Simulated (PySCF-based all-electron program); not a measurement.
Results of a calculation; reference values are marked as such.
# Bond force of CuH, singlet

Method: all-electron DFT (in-house code on PySCF), basis-limit composite values; Koelling–Harmon scalar relativity, no spin–orbit coupling, spin-restricted. Forces are good to about 0.008 eV/Å. A positive force pushes the atoms apart.

```tsv
r (Å)	LDA (eV/Å)	PBEsol (eV/Å)	PBE (eV/Å)
1.31634	2.486	2.649	?
1.4626	-0.387	-0.250	?
1.60886	–	–	?
```

Q: What does PBE give at the lengths left open?

A: 1.31634 Å: 2.789 eV/Å; 1.4626 Å: -0.125 eV/Å; 1.60886 Å: -1.576 eV/Å.

Q: Between which listed lengths does the PBE force vanish, and at which of the two is it smaller?

A: Between 1.316 and 1.463 Å. The force is smaller at 1.463 Å.

Q: At 1.4626 Å, order the functionals from the one that pulls the atoms together most to the one that pushes them apart most.

A: LDA (-0.387), PBEsol (-0.250), PBE (-0.125).
